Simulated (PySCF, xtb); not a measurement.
C₃H₄N₂O, SMILES C1OC=NCN=1. Other conformers were not sampled.

Harmonic wavenumbers (cm⁻¹) from GFN2-xTB (xtb) at its own minimum, in rising order: 99, 407, 510, 539, 634, 843, 880, 940, 954, 973, 999, 1034, 1050, 1182, 1253, 1288, 1295, 1450, 1706, 1785, 2904, 2939, 3060, 3060.

Problem. What does PySCF with PBE0-D3(BJ)/def2-SVP give at its own minimum? (The exact figures need the calculation; the answer reports its results.)

Solution. 96, 436, 536, 578, 672, 922, 940, 968, 990, 1012, 1065, 1090, 1165, 1283, 1373, 1395, 1404, 1463, 1764, 1863, 3051, 3086, 3202, 3207. Paired by order, the mean absolute difference is 74 cm⁻¹ and the zero-point energies are 45.4 and 48.0 kcal/mol.
